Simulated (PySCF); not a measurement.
Ti: excitation energy

Ti [Ar] 3d2 4s2 (3F) → Ti [Ar] 3d2 4s1 5s1 (5F), as a difference of total energies. All numbers are calculated (PySCF 2.14, the spin-free X2C one-electron Hamiltonian (Gaussian nucleus), in aug-cc-pVDZ-DK (7s6p4d2f, 59 functions)). Correlated levels: valence: [Ar] frozen. The calculations carry no spin-orbit coupling.

```json
{"method": "UHF", "excitation energy (eV)": "3.365"}
{"method": "MP2 (valence)", "excitation energy (eV)": "4.047"}
{"method": "SCS-MP2 (valence)", "excitation energy (eV)": "4.246"}
{"method": "CCSD (valence)", "excitation energy (eV)": "4.263"}
{"method": "CCSD(T) (valence)", "excitation energy (eV)": "4.295"}
```

How much does correlation contribute at CCSD(T) (valence)?

4.295 − (3.365) = 0.930 eV, measured against UHF.

The promoted electron is Rydberg-like, and one or two diffuse shells describe it only roughly, which tends to raise the upper state.
